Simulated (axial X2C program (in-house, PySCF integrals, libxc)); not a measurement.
**Ω levels of HReH from open-shell CI on d5 s0 p(π)0**

Computed with an axial X2C code built on PySCF integrals: two-component X2C with atomic mean-field Coulomb and Gaunt terms, basis H dyall-v3z, Re dyall-v3z (cores contracted in-house). Orbitals come from Hartree–Fock averaged over the configuration Re d5 s0 p(π)0; CI then distributes these electrons over the d, s, p(π) shells of Re.

H–Re–H held linear, both bonds 1.786 Å (near the minimum of the configuration average).

Active spinors (ω > 0):

| shell | ω | ε (eV) | character |
| --- | --- | --- | --- |
| d | 3/2 | -5.10 | 99% Re d |
| d | 1/2 | -4.89 | 76% Re d, 18% Re s |
| d | 5/2 | -4.38 | 100% Re d |
| d | 1/2 | -4.34 | 80% Re d, 15% Re s |
| d | 3/2 | -4.18 | 96% Re d |
| s | 1/2 | 2.32 | 91% Re s, 4% Re d |
| p(π) | 1/2 | 0.74 | 99% Re p |
| p(π) | 3/2 | 0.84 | 99% Re p |

Lowest levels of this model:

```tsv
Ω	energy (cm⁻¹)	g∥	configuration
1/2	0	1.99	100% d5
3/2	47	5.96	100% d5
5/2	108	9.93	100% d5
1/2	16284	0.82	100% d5
3/2	16835	2.51	100% d5
5/2	16947	6.56	100% d5
1/2	17785	1.89	100% d5
7/2	18168	9.80	100% d5
3/2	18558	5.71	100% d5
5/2	18676	7.35	100% d5
1/2	18820	2.56	100% d5
3/2	18896	3.85	100% d5
5/2	21109	3.98	100% d5
7/2	21201	8.33	100% d5
9/2	21266	11.90	100% d5
7/2	22664	9.40	100% d5
9/2	23518	9.99	100% d5
7/2	23613	6.38	100% d5
11/2	23751	13.87	100% d5
```

g∥ is the magnitude of 2⟨Lz + ge Sz⟩ for the +Ω component.

(1) From Ω and g∥ of the lowest level, whose 2⟨Lz + ge Sz⟩ is positive, find ⟨Sz⟩ and ⟨Lz⟩ (ge = 2.0023).

Occupations of the active spinors in the lowest level by ω, shell by shell in order of energy: -5/2: 0.30; -3/2: 0.68 0.36 0.00; -1/2: 0.56 0.50 0.00 0.00; 1/2: 0.57 0.49 0.00 0.00; 3/2: 0.54 0.51 0.00; 5/2: 0.49. The leading determinant has weight 0.12 among 649.

This point took 1.9 s on 1 thread of Arm Neoverse V1, with other jobs on the host.

Dynamic correlation is missing, so gaps between terms are too wide and other configurations may lie lower; the lowest level listed is that of this model, not necessarily the ground state. For d shells the ligand-field splittings (σ, π, δ) and their order can be off by a thousand cm⁻¹ or more. At most 4 roots were kept for each Ω > 0 (twice that for Ω = 0) within 3.2 eV of the lowest, so higher up levels can be missing between those listed; levels with Ω > 0 are doubly degenerate and listed once, Ω = 0 levels singly. Some active spinors are only partly of the character that their shell is named for, so the shell names and counts are nominal. States that fill the shells left empty in the average are placed too high. The molecule was held linear; bending was not examined.

## Answers

(1) Ω = ⟨Lz⟩ + ⟨Sz⟩ = 1/2 and ⟨Lz⟩ + ge⟨Sz⟩ = 0.995, so ⟨Sz⟩ = 0.49 and ⟨Lz⟩ = 0.01.
